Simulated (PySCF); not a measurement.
# Static response to an electric field

Species: C5H7NO3.
Cartesian coordinates in Å at the PBE0-D3(BJ)/def2-SVP level; atoms count from 1:
```
atom  x, y, z in Å
C1     3.520   -0.198    0.252
C2     2.297    0.254    0.504
O3     1.200   -0.438    0.053
C4    -0.025    0.040    0.330
O5    -0.213    1.060    0.946
C6    -1.094   -0.870   -0.196
C7    -2.328   -0.208   -0.818
N8    -2.725    0.943   -0.236
O9    -2.908   -0.752   -1.731
H10    3.681   -1.119   -0.312
H11    4.384    0.359    0.613
H12    2.060    1.165    1.059
H13   -0.684   -1.570   -0.932
H14   -1.451   -1.469    0.660
H15   -3.517    1.426   -0.641
H16   -2.125    1.404    0.441
```

Level: PBE0/def2-SVPD (PySCF), static field, nuclei fixed, core orbitals frozen in the response. The polarisability tensor in these axes (au):

```
x   112.08  -5.98   6.86
y    -5.98  71.27  10.18
z     6.86  10.18  64.20
```

Problem. Diagonalise the tensor; give its mean and Δα, where Δα² is half the sum of the squared differences of the eigenvalues.

Solution. Principal values 55.51, 78.49 and 113.56 au; mean 82.52 au = 12.23 Å³ = 13.61 × 10⁻⁴⁰ C²·m²/J; Δα = 50.63 au (61 % of the mean).

Problem. What is the dipole moment, and where does it point?

Solution. (2.13, 0.92, 1.97) D, 3.04 D in size, pointing from the negative to the positive side. Measured along this direction, the outermost atoms are O9 at the negative end and H11 at the positive end.

Problem. Sum over states: ᾱ = Σ f/ω², ω in Eh. What share falls to these 6 lowest TDDFT singlets (eV, f)? 5.56, 0.0662; 5.82, 0.0160; 5.90, 0.0545; 6.00, 0.0423; 6.09, 0.2132; 7.15, 0.0832.

Solution. They add up to 9.43 au, 11.4 % of the 82.52 au; the largest single term is 4.26 au, from the state at 6.09 eV. Terms in order: 1.59, 0.35, 1.16, 0.87, 4.26, 1.21 au. Higher excitations give the rest. The strengths listed sum to 0.475.

Problem. What would n − 1 = 2πNα be for an ideal gas of these molecules at 350 K and 1 atm, electronic part alone?

Solution. N = p/kT = 2.0968 × 10¹⁹ cm⁻³, so n − 1 = 2π × N × 12.23 × 10⁻²⁴ cm³ = 1611 × 10⁻⁶ at long wavelengths.

Problem. Give the eigenvalues of the traceless quadrupole moment Θ = ½Σq(3rr − r²1), origin at the centre of nuclear charge.

Solution. -16.84, 2.91, 13.93 D·Å. The values depend on the origin, since the dipole doesn't vanish. The electronic extent ⟨r²⟩ about the same centre is 1578 bohr², a root-mean-square distance of 2.55 Å for the 68 electrons.

Geometry: PBE0-D3(BJ)/def2-SVP, one conformer, isolated molecule.

These values come from a run that also computed excited states. Cost: about 1.6 min of CPU time on one thread; the machine was shared, so the figure is rough.
